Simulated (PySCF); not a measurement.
Species: `COC([SiH3])([SiH3])C(F)(F)F`. The columns A, B, C and D hold Mulliken, IAO, Hirshfeld and ESP-fitted charges (e) of one PBE0/pcSseg-1 density (PySCF), in a shuffled order. Coordinates in Å (GFN2-xTB); the density's dipole moment is (0.52, -0.05, 1.75) D.

```
atom       x       y       z       A       B       C       D
  C1   2.167   0.167   0.251  -0.204  -0.155  -0.025  -0.044
  O2   0.943   0.864   0.240  -0.384  -0.242  -0.510  -0.129
  C3  -0.248   0.123  -0.027  -0.341  -0.237  -0.579  -0.111
 Si4  -1.478   1.604  -0.035  +0.627  +0.334  +0.562  +0.295
 Si5  -0.614  -1.265   1.249  +0.564  +0.308  +0.480  +0.289
  C6  -0.225  -0.478  -1.402  +0.777  +0.553  +0.868  +0.245
  F7   0.200   0.359  -2.364  -0.276  -0.173  -0.266  -0.085
  F8  -1.459  -0.880  -1.772  -0.286  -0.189  -0.275  -0.081
  F9   0.550  -1.582  -1.525  -0.289  -0.190  -0.278  -0.085
 H10   2.142  -0.674   0.952  +0.124  +0.098  +0.103  +0.038
 H11   2.437  -0.203  -0.743  +0.138  +0.107  +0.114  +0.031
 H12   2.913   0.890   0.577  +0.164  +0.126  +0.129  +0.056
 H13  -1.045   2.521  -1.082  -0.091  -0.046  -0.048  -0.066
 H14  -1.341   2.194   1.291  -0.105  -0.060  -0.069  -0.068
 H15  -2.829   1.097  -0.275  -0.118  -0.070  -0.065  -0.075
 H16   0.222  -2.442   1.017  -0.098  -0.055  -0.042  -0.072
 H17  -2.020  -1.619   1.088  -0.098  -0.060  -0.048  -0.068
 H18  -0.325  -0.669   2.550  -0.104  -0.050  -0.051  -0.068
```

Which column most likely holds the ESP-fitted charges?

B. Σ q r misses the density's dipole by 0.04 D (B), 0.99 D (D), 1.90 D (A), 2.14 D (C). Charges fitted to the outside potential are the only set here that is tied to the molecule's multipoles.

And the Hirshfeld charges?

D. The mean sizes are 0.106 e (D), 0.170 e (B), 0.251 e (C), 0.266 e (A), and Hirshfeld charges are commonly the smallest of these schemes.

As computed, A = IAO, B = ESP-fitted, C = Mulliken, D = Hirshfeld. Hydrogens on carbon: IAO +0.12 to +0.16, ESP-fitted +0.10 to +0.13, Mulliken +0.10 to +0.13, Hirshfeld +0.03 to +0.06 e.

The Hirshfeld scheme weights the molecular density at each point by an atom's share of the summed free-atom densities. The IAO scheme projects the occupied orbitals on a minimal set of polarised atomic orbitals and counts the electrons in each atom's part of it.

The structure is a single GFN2-xTB conformer in the gas phase; no vibrational or solvent corrections.

The values belong to the conformer `[CH3:1][O:2][C:3]([SiH3:4])([SiH3:5])[C:6]([F:7])([F:8])[F:9]`: C1–O2–C3–Si4 -176°, O2–C3–C6–F7 -45°.
